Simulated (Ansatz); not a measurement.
C$_{2}$H$_{9}$AlSn, SMILES `[CH3][SnH2][CH2][AlH2]` at its PBE0-D4/def2-TZVP geometry, where that method's forces vanish. Total charge 0; spin multiplicity 1. Sn takes the def2 core potential.

```xyz
13

C     1.7898    0.2168    1.4697
Sn   -0.1592   -0.4428    0.8885
C    -0.2909   -0.6222   -1.2616
Al   -1.6293    0.6714   -1.7862
H     2.5324   -0.5254    1.1761
H     2.0171    1.1617    0.9757
H     1.8362    0.3602    2.5492
H    -1.3189    0.7435    1.3729
H    -0.5815   -1.9175    1.6456
H     0.7113   -0.4141   -1.6437
H    -0.5511   -1.6602   -1.4776
H    -3.1588    0.2491   -1.8660
H    -1.1969    2.1795   -2.0426
```

What forces (eV/Å) does ωB97M-V/def2-TZVPP give on these atoms in Ansatz? (Estimate.)

Ansatz gave: 
```
C1  -0.018 -0.008  0.000
Sn2 -0.044 -0.022  0.041
C3   0.025 -0.024  0.038
Al4 -0.084  0.081 -0.038
H5  -0.047  0.065  0.027
H6  -0.005 -0.072  0.043
H7   0.011 -0.008 -0.088
H8   0.065 -0.065 -0.033
H9   0.034  0.100 -0.051
H10 -0.075 -0.022  0.018
H11  0.026  0.081  0.004
H12  0.154  0.042  0.011
H13 -0.043 -0.150  0.028
```
